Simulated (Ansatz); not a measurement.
Energy profile

The step: SnH₃F ([F][SnH3]) + HCl → SnH₃Cl ([Cl][SnH3]) + HF; bonds formed: Sn1–Cl7, F2–H6; bonds broken: Sn1–F2, H6–Cl7 (atoms numbered as in the saddle structure below).

```xyz
7
angstrom
Sn -0.7452 -0.0877 -0.1415
F 0.8697 -0.3068 1.2780
H -0.6442 -1.1793 -1.4314
H -1.6872 -0.7419 1.1266
H -1.1530 1.5316 -0.4140
H 1.5565 0.1007 0.5213
Cl 1.8035 0.6834 -0.9391
```

Electronic energies by CCSD(T) at an estimated basis limit (MP2 extrapolated from triple and quadruple zeta, plus CCSD(T) − MP2 in triple zeta), on PBE0-D4/def2-TZVP structures; SnH₄ClF, closed shell; no counterpoise correction. Ansatz 0.2.0; basis: def2-TZVPP and def2-QZVPP; cores frozen in the correlated methods. Filled d shells of the heavier atoms are correlated. Core potentials replace the inner electrons of the atoms past krypton. The def2 sets are not built for correlating such inner shells, so the correlated values are less sure here. Extrapolation: Hartree–Fock as exp(−7.88 √X), correlation as X^−2.97.

(1) Give the profile in kcal/mol, counted from the separated reactants. (Judge from chemistry; the value comes from the calculation.)

T1 diagnostic: at most 0.014.

Answers

(1) By the calculation:
```
                                                                                         point  kcal/mol
 separated: SnH₃F (linked as [F][SnH3]; Sn1, F2, H3, H4, H5; singlet) + HCl (H6, Cl7; singlet)      0.00
                                                                               start structure     -5.78
                                                                                        saddle      6.79
                                                                                 end structure    -14.75
separated: SnH₃Cl (linked as [Cl][SnH3]; Sn1, H3, H4, H5, Cl7; singlet) + HF (F2, H6; singlet)     -9.57
```

For scale, one of the runs: CCSD(T)/def2-TZVPP, 179 basis functions, launched by `ansatz run in.yaml --threads 4 --pin off --events-out ev --progress --plain --max-ram 9574MiB`. The run took 45 s on 4 CPU threads of an Arm Neoverse V1 (shared host), with 1.9 GiB of host memory at its peak.
